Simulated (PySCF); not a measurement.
Magnetic shielding above rings: a mixed set.

Definitions: NICS(0) = −σiso at the ring centroid; NICS(1) = −σiso and NICS(1)zz = −σzz at ±1 Å along the ring normal z. Level: GIAO PBE0/pcSseg-1 (PySCF, non-relativistic, gas phase) on the GFN2-xTB geometries, one conformer each. Atom numbers follow the mapped SMILES.

Task: Order these rings by mean NICS(1)zz, lowest (most negative) first (ppm).
A. ring C3–C4–C5–O6–C7 in `[CH2:1]=[CH:2][C@@H:3]1[CH2:4][CH2:5][O:6][C@@H:7]1[CH3:8]`
B. ring C3–C4–C5–N6–C7–C8 in `[SiH3:1][S:2][c:3]1[cH:4][cH:5][n:6][cH:7][cH:8]1`
C. ring C4–C5–C6–O7–C8 in `[CH3:1][CH2:2][O:3][c:4]1[cH:5][cH:6][o:7][c:8]1[S-:9]` (charge -1)
D. ring C2–C3–C4 in `[OH:1][CH:2]1[CH2:3][CH2:4]1`
E. ring C5–C6–C7–C8 in `[CH3:1][C:2](=[O:3])[CH2:4][CH:5]1[CH2:6][CH2:7][CH2:8]1`
F. ring C4–C5–C6–C7–O8 in `[CH3:1][CH2:2][CH2:3][C@H:4]1[CH:5]=[CH:6][CH2:7][O:8]1`

Result: B (-26.1), D (-20.2), C (-19.1), A (-6.5), F (-5.0), E (4.5).

```csv
SMILES,ring,NICS(0),NICS(1),NICS(1)zz,HOMA,rms pucker (Å),ring atoms with four or more neighbours
[SiH3]Sc1ccncc1,6-membered ring with N; formal bonds all aromatic,-7.0,-10.6,-26.1,0.99,0.00,0
OC1CC1,3-membered carbocycle; formal bonds all single,-38.9,-8.2,-20.2,–,0.00,3
CCOc1ccoc1[S-],5-membered ring with O; formal bonds all aromatic,-11.7,-8.4,-19.1,0.31,0.00,0
C=C[C@@H]1CCO[C@@H]1C,5-membered ring with O; formal bonds all single,-6.9,-2.9,-6.5,–,0.17,4
CCC[C@H]1C=CCO1,"5-membered ring with O; formal bonds 1 double, 4 single",-4.7,-2.8,-5.0,–,0.04,2
CC(=O)CC1CCC1,4-membered carbocycle; formal bonds all single,0.5,-0.2,4.5,–,0.08,4
```

NICS(0) gives another order. The isotropic NICS(1) gives another order. HOMA uses Krygowski's 1993 parameters; it is left out where a ring has a four-coordinate atom, a triple bond, no multiple bond or a kind of bond without parameters. NICS(1) and NICS(1)zz are means over the two faces.
